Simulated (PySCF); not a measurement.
H4Ge, charge -1, doublet, at the geometry of the source list (a state made from the parent by changing its charge; the spin is typed, not shown lowest) (in this run its highest filled SCF level lies above zero, so its values depend strongly on the basis, on diffuse functions most of all). Base run: PySCF with PBE0/STO-3G.

The PySCF input:
```python
from pyscf import gto, scf, dft

mol = gto.Mole()
mol.atom = '''
    Ge    0.00070000   -0.00520000    0.00070000
    H    -0.60280000   -0.84850000   -1.05720000
    H     0.55780000   -0.85190000    1.08020000
    H    -1.03980000    0.88740000    0.56100000
    H     1.08410000    0.81820000   -0.58470000
'''
mol.basis = 'sto-3g'
mol.charge = -1
mol.spin = 1
mol.verbose = 4
mol.build()

mf = dft.UKS(mol)
mf.xc = 'pbe0'
mf.kernel()
mf.analyze()
```

The base run was repeated with changes; each row names its change, and settings that it needs were set with it.

```json
[
 {"change": "base", "basis functions": "22", "E (Eh)": "-2054.78020", "HOMO (eV)": "15.81"},
 {"change": "basis = ANO-RCC-VDZP; relativity = spin-free X2C", "basis functions": "47", "E (Eh)": "-2100.86001", "HOMO (eV)": "3.10"},
 {"change": "basis = ANO-RCC-VDZP; relativity = none", "basis functions": "47", "E (Eh)": "-2065.85785", "HOMO (eV)": "3.13"},
 {"change": "basis = x2c-SVPall; relativity = none", "basis functions": "52", "E (Eh)": "-2070.23112", "HOMO (eV)": "5.51"},
 {"change": "basis = x2c-TZVPall; relativity = none", "basis functions": "72", "E (Eh)": "-2069.49967", "HOMO (eV)": "4.88"},
 {"change": "basis = ANO-RCC-VDZP; relativity = spin-free X2C; nucleus = Gaussian (with mol.nucmod = 'G')", "basis functions": "47", "E (Eh)": "-2100.84666", "HOMO (eV)": "3.10"},
 {"change": "basis = x2c-TZVPall; relativity = spin-free X2C; nucleus = Gaussian (with mol.nucmod = 'G')", "basis functions": "72", "E (Eh)": "-2100.80012", "HOMO (eV)": "4.47"},
 {"change": "basis = x2c-TZVPall; relativity = spin-free X2C", "basis functions": "72", "E (Eh)": "-2100.81136", "HOMO (eV)": "4.47"},
 {"change": "basis = x2c-SVPall; relativity = spin-free X2C", "basis functions": "52", "E (Eh)": "-2100.41839", "HOMO (eV)": "5.58"},
 {"change": "basis = x2c-SVPall; relativity = spin-free X2C; nucleus = Gaussian (with mol.nucmod = 'G')", "basis functions": "52", "E (Eh)": "-2100.40806", "HOMO (eV)": "5.58"}
]
```

Absolute energies of different levels of theory aren't comparable as measures of quality.

Open shells are given as the SCF converged; they aren't shown to be the lowest states, and a large step between rows can be another state.

Basis sets contracted for a relativistic Hamiltonian are a mismatch without it, so the rows without relativity aren't non-relativistic limits. No row has spin-orbit coupling; sets with core potentials leave out the core electrons.
